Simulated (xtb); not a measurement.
W(NH)(S)(SH)2 (H3NS3W), SMILES [SH][W](=[S])(=[NH])[SH], multiplicity 1. All values are semi-empirical tight-binding results from xtb (GFN2-xTB unless named), good for trends rather than for accurate numbers. Coordinates come from a GFN2-xTB optimisation. The spin state was assumed, not searched. The structure was generated by enumeration; whether it is a known compound was not checked. One conformer was computed; it need not be the lowest.

For metal compounds this method's bond lengths and energies can be far off.

**Question.** Estimate the properties. (The exact figures need the calculation; the answer reports its results.)

**Answer.** 
```json
{
 "orbital_gap": "1.76 eV",
 "zero_point_energy": "19.0 kcal/mol",
 "G − E(el) at 298.15 K (modified RRHO)": "-3.5 kcal/mol"
}
```
